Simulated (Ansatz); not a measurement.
Program: Ansatz. Geometries: PBE0-D4/def2-TZVP. ΔE: electronic, gas phase. CBS: MP2 limit from def2 TZ/QZ plus the TZ coupled-cluster correction, frozen cores. This one scheme is used for every species. Functionals use def2-TZVPP. Each species was taken in one conformer, which may not be the lowest.

Reaction (hydrogenolysis of the Si–B bond): `FB(F)[Si](F)(F)F` + H₂ → `F[SiH](F)F` + `FBF`

`FB(F)[Si](F)(F)F`:

Cartesian coordinates in Å:
```
F -2.052 0.799 -0.042
B -0.897 0.536 -0.606
F -0.736 0.873 -1.865
Si 0.604 -0.364 0.418
F 1.007 -1.727 -0.265
F 1.885 0.555 0.454
F 0.189 -0.673 1.906
```

H₂:

Z-matrix (Å, degrees):
```
H
H 1 0.746
```

`F[SiH](F)F`:

Cartesian coordinates in Å:
```
F -1.226 -0.721 -0.638
Si -0.012 0.019 0.034
F 0.583 1.036 -1.008
F 1.094 -1.049 0.366
H -0.439 0.714 1.246
```

`FBF`:

Cartesian coordinates in Å:
```
F -0.253 -1.179 0.466
B 0.008 0.030 0.025
F 0.001 0.230 -1.272
H 0.244 0.920 0.781
```

```tsv
species	CAM-B3LYP-D4 energy (Eh)
`FB(F)[Si](F)(F)F`	-814.02723
H₂	-1.17164
`F[SiH](F)F`	-589.92775
`FBF`	-225.29337
```

Q: Work out ΔE.

A: ΔE = (-589.92775) + (-225.29337) − (-814.02723) − (-1.17164) = -0.02225 Eh = -14.0 kcal/mol. CCSD(T)/CBS gives -14.3 kcal/mol.

Largest T1 diagnostic among the species: 0.013.

The D4 term adds +2.1 kcal/mol with B3LYP and +1.1 kcal/mol with PBE0; it sums over pairs of atoms, weighted by their polarisabilities, and B3LYP, whose exchange is more repulsive, gets the larger term. From PBE to PBE0 (25 % exact exchange), in def2-TZVPP and without D4, ΔE moves by −2.0 kcal/mol. Leaving LDA and LC-ωPBE aside and taking each functional with its dispersion term where it has one, the values, not all of them listed here, spread over 6.3 kcal/mol, from BHLYP-D4 to revPBE-D4.

B3LYP here is the variant with VWN-RPA as its local correlation; programs differ in this.
